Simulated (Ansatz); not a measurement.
Species: C$_{4}$H$_{3}$N$_{2}$, charge 0, multiplicity 2. It need not be the lowest isomer of its formula. SMILES: n1cccn[c]1
Geometry: optimised at B3LYP-D3(BJ)/def2-TZVP (Ansatz, a quantum-chemistry and plane-wave program).

Quantity: atomisation energy (electronic, to ground-state atoms), in kcal/mol. Cores are frozen in the correlated levels unless marked. UHF or UKS for open shells. Spin-orbit coupling is left out. Non-relativistic. The coupled-cluster limit lacks core correlation, which all-electron functionals hold. CBS(X,Y): correlation extrapolated as X^-3; Hartree-Fock from the larger set.

| level | program | atomisation energy (kcal/mol) |
|---|---|---|
| HF/6-31G* | Ansatz | 667.7 |
| HF/cc-pVTZ | Ansatz | 672.2 |
| PBE-D4/def2-TZVPD | Ansatz + dftd4 | 1057.7 |
| r2SCAN-D3(BJ)/def2-TZVPD | Ansatz + dftd3 | 1007.1 |
| B97M-V/def2-TZVPD | Ansatz | 1001.7 |
| B3LYP-D4/def2-TZVPD | Ansatz + dftd4 | 1006.0 |
| PBE0/STO-3G | Ansatz | 1079.5 |

Question: What does CCSD(T)/CBS(cc-pVTZ,cc-pVQZ) (Ansatz) give?

Answer: 988.6 kcal/mol
